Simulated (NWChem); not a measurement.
Everything below was run with NWChem. System: H5ClO2Si2, charge 0, spin multiplicity 1, displaced from the optimised geometry. The structure started from a generated list of species. Level: PBE0/def2-SVP.

Input file:

```
start mol
memory heap 200 mb stack 800 mb global 1000 mb
geometry units angstroms nocenter noautoz noautosym
  O     -1.501670     1.351873    -0.170438
  Si    -1.326409    -0.254576     0.338336
  O     -1.666526    -1.402485    -0.862771
  Si     1.003299    -0.538586     0.804323
  Cl     1.911400     0.803596    -0.595585
  H     -0.739429     1.696803    -0.690361
  H     -2.270676    -0.406867     1.518167
  H     -2.589000    -1.440403    -1.197921
  H      1.572023    -1.928086     0.565184
  H      1.402392    -0.073403     2.198318
end
basis spherical
  * library def2-svp
end
dft
  xc pbe0
  semidirect memsize 60000000 filesize 0
  iterations 100
  grid medium
end
task dft gradient
```

Output (cleaned and shortened):

```
             Northwest Computational Chemistry Package (NWChem) 7.3.0
             --------------------------------------------------------

                                NWChem Input Module
                                -------------------

 Scaling coordinates for geometry "geometry" by  1.889725989
 (inverse scale =  0.529177249)

                             Geometry "geometry" -> ""
                             -------------------------

 Output coordinates in angstroms (scale by  1.889725989 to convert to a.u.)

  No.       Tag          Charge          X              Y              Z
 ---- ---------------- ---------- -------------- -------------- --------------
    1 O                    8.0000    -1.50167000     1.35187300    -0.17043800
    2 Si                  14.0000    -1.32640900    -0.25457600     0.33833600
    3 O                    8.0000    -1.66652600    -1.40248500    -0.86277100
    4 Si                  14.0000     1.00329900    -0.53858600     0.80432300
    5 Cl                  17.0000     1.91140000     0.80359600    -0.59558500
    6 H                    1.0000    -0.73942900     1.69680300    -0.69036100
    7 H                    1.0000    -2.27067600    -0.40686700     1.51816700
    8 H                    1.0000    -2.58900000    -1.44040300    -1.19792100
    9 H                    1.0000     1.57202300    -1.92808600     0.56518400
   10 H                    1.0000     1.40239200    -0.07340300     2.19831800

 Effective nuclear repulsion energy (a.u.)     358.3047106790

            Nuclear Dipole moment (a.u.)
            ----------------------------
        X                 Y               Z
 ---------------- ---------------- ----------------
     0.0000037795     0.0000226767    -0.0000075589


 Summary of "ao basis" -> "" (spherical)
 ------------------------------------------------------------------------------
       Tag                 Description            Shells   Functions and Types
 ---------------- ------------------------------  ------  ---------------------
 *                          def2-svp                  on all atoms
[...]
                     number of shells:    51
          Convergence on energy requested:  1.00D-06
          Convergence on density requested:  1.00D-05
          Convergence on gradient requested:  5.00D-04

              XC Information
              --------------
                         PBE0 Method XC Functional
                     Hartree-Fock (Exact) Exchange  0.250
          PerdewBurkeErnzerhof Exchange Functional  0.750
            Perdew 1991 LDA Correlation Functional  1.000 local
           PerdewBurkeErnz. Correlation Functional  1.000 non-local

             Grid Information
             ----------------
          Grid used for XC integration:  medium
          Radial quadrature: Mura-Knowles
          Angular quadrature: Lebedev.
          Tag              B.-S. Rad. Rad. Pts. Rad. Cut. Ang. Pts.
          ---              ---------- --------- --------- ---------
          O                   0.60       49          12.0       434
          Si                  1.10       88          11.0       590
          Cl                  1.00       88          12.0       590
          H                   0.35       45          13.0       434
          Grid pruning is: on
          Number of quadrature shells:   587
          Spatial weights used:  Erf1

          Convergence Information
          -----------------------
          Convergence aids based upon iterative change in
          total energy or number of iterations.
          Levelshifting, if invoked, occurs when the
          HOMO/LUMO gap drops below (HL_TOL):  1.00D-02
          DIIS, if invoked, will attempt to extrapolate
          using up to (NFOCK): 10 stored Fock matrices.

                    Damping( 0%)  Levelshifting(0.5)       DIIS
                  --------------- ------------------- ---------------
          dE  on:    start            ASAP                start
          dE off:    2 iters        100 iters           100 iters

      Screening Tolerance Information
      -------------------------------
          Density screening/tol_rho:  1.00D-10
          AO Gaussian exp screening on grid/accAOfunc:  14
          CD Gaussian exp screening on grid/accCDfunc:  20
          XC Gaussian exp screening on grid/accXCfunc:  20
          Schwarz screening/accCoul:  1.00D-08

                            NWChem DFT Gradient Module
                            --------------------------

  charge          =   0.00
  wavefunction    = closed shell

                         DFT ENERGY GRADIENTS

    atom               coordinates                        gradient
                 x          y          z           x          y          z
   1 O      -2.837745   2.554670  -0.322081   -0.014557   0.011342   0.003196
   2 Si     -2.506550  -0.481079   0.639362    0.003049  -0.003842   0.010668
   3 O      -3.149277  -2.650312  -1.630401    0.011600  -0.011284  -0.006966
   4 Si      1.895960  -1.017780   1.519950   -0.002366  -0.002689   0.002832
   5 Cl      3.612022   1.518576  -1.125492    0.006086   0.008333  -0.008833
   6 H      -1.397318   3.206493  -1.304593    0.013186   0.007974  -0.009730
   7 H      -4.290955  -0.768867   2.868920   -0.006479  -0.001232   0.008097
   8 H      -4.892501  -2.721967  -2.263742   -0.016982  -0.002033  -0.007320
   9 H       2.970693  -3.643554   1.068043    0.003758  -0.009390  -0.001311
  10 H       2.650137  -0.138712   4.154219    0.002705   0.002823   0.009367

                 ----------------------------------------
                 |  Time  |  1-e(secs)   |  2-e(secs)   |
                 ----------------------------------------
                 |  CPU   |       0.02   |       4.08   |
                 ----------------------------------------
                 |  WALL  |       0.02   |       4.08   |
                 ----------------------------------------

 Task  times  cpu:       15.8s     wall:       15.8s

 Total times  cpu:       15.8s     wall:       15.8s
```
